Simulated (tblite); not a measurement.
Run record: tight-binding relaxation, `COCC[C@H](F)[GeH2][F]`.

Computed with GFN2-xTB geometry optimisation, gas phase (tblite 0.8.0). Start geometry: from a force field or distance geometry. The command runs a driver script over a list of jobs; the input below is this job's line of settings and its coordinates in Å.

Command:
```bash
OMP_NUM_THREADS=1 python probes_run.py task.json out
```

Input:
```
{"job": {"kind": "relax", "xc": "GFN2-xTB", "basis": "xTB"}, "charge": 0, "multiplicity": 1}
C     -3.277600    -0.039100     0.534900
O     -2.013600     0.527700     0.733400
C     -1.032000    -0.262500     0.079300
C      0.338800     0.364800     0.295300
C      1.434700    -0.434800    -0.407400
F      1.508800    -1.717300     0.093400
Ge     3.161500     0.446000    -0.179800
F      4.409800    -0.470400    -1.006100
H     -4.030300     0.584300     1.066400
H     -3.558900    -0.040400    -0.539800
H     -3.352000    -1.066800     0.953500
H     -1.248300    -0.283800    -1.018200
H     -1.044300    -1.298300     0.484500
H      0.558800     0.380600     1.392000
H      0.329300     1.411600    -0.073200
H      1.215600    -0.484800    -1.490600
H      3.096100     1.879900    -0.758100
H      3.494900     0.509500     1.335500
```

Output:
```
step      E/eV     max force
  0    -792.94584    1.210
  1    -793.02267    0.712
  2    -793.06327    0.358
  3    -793.07885    0.336
  4    -793.09633    0.358
  5    -793.10912    0.296
  6    -793.11950    0.260
  7    -793.12679    0.193
  8    -793.13225    0.159
  9    -793.13558    0.137
... (128 lines left out)
138    -793.21872    0.022
139    -793.21881    0.024
140    -793.21896    0.023
141    -793.21906    0.017
142    -793.21913    0.013
143    -793.21918    0.013
144    -793.21922    0.013
145    -793.21925    0.014
146    -793.21928    0.013
147    -793.21930    0.009
```

«max force» is the largest atomic force in eV/Å.

Task: From which step on does the largest force stay under 0.1 eV/Å, and how much energy is left to gain from there?

Result: From step 123 (0.029 eV/Å), 3.4 meV above the end.

Summary of the converged run: energy lowered by 6.3 kcal/mol over 147 steps; largest atomic force 0.009 eV/Å at the end.

Task: Give the final coordinates.

Result: 0.895 Å rms from the input after alignment:
```
atom  x, y, z in Å
C1    -3.3369    0.0357    0.3717
O2    -2.0550    0.6065    0.3462
C3    -1.0377   -0.3314    0.0856
C4     0.3067    0.3872    0.1600
C5     1.4750   -0.5510   -0.0743
F6     1.5194   -1.5174    0.9222
Ge7    3.2389    0.4043   -0.0613
F8     3.2627    1.1727   -1.6355
H9    -4.0328    0.8446    0.5835
H10   -3.5901   -0.4213   -0.5932
H11   -3.4155   -0.7308    1.1530
H12   -1.1781   -0.7790   -0.9124
H13   -1.0686   -1.1423    0.8299
H14    0.3969    0.8489    1.1462
H15    0.3370    1.1784   -0.5930
H16    1.3523   -1.1050   -1.0128
H17    3.3517    1.5739    0.8784
H18    4.4653   -0.4674   -0.0992
```

Hardware: one thread of an Arm Neoverse N1, on a shared host. Cost: 1.7 s wall.
Labels such as C1 count atoms from 1, the log's own numbers from 0.
